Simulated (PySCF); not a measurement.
SMILES OBO[SiH3] (B3LYP/def2-SVP optimised geometry):

```
9

B     -1.152    -1.279    -1.684
H     -1.639    -1.962    -0.814
O     -1.400    -1.628    -2.968
H     -0.973    -1.027    -3.596
O     -0.378    -0.190    -1.403
Si     0.151     0.560     0.000
H     -0.357    -0.159     1.203
H     -0.347     1.962     0.000
H      1.639     0.560     0.000
```

Calculation: B3LYP/def2-TZVP (PySCF 2.14.0).

**Question.** What are the frontier orbital energies and the dipole moment?

**Answer.** HOMO-2 -9.86 eV, HOMO-1 -8.91 eV, HOMO -8.89 eV, LUMO -0.11 eV, LUMO+1 0.45 eV; dipole moment 1.53 D.

On the same geometry PySCF with PBE/def2-TZVP gives HOMO-2 -8.59 eV, HOMO-1 -7.64 eV, HOMO -7.60 eV, LUMO -0.75 eV, LUMO+1 -0.27 eV; dipole moment 1.51 D.

Meta-Löwdin charges at B3LYP/def2-TZVP: B1 0.36, H2 -0.02, O3 -0.51, H4 0.35, O5 -0.62, Si6 0.78, H7 -0.11, H8 -0.11, H9 -0.11.
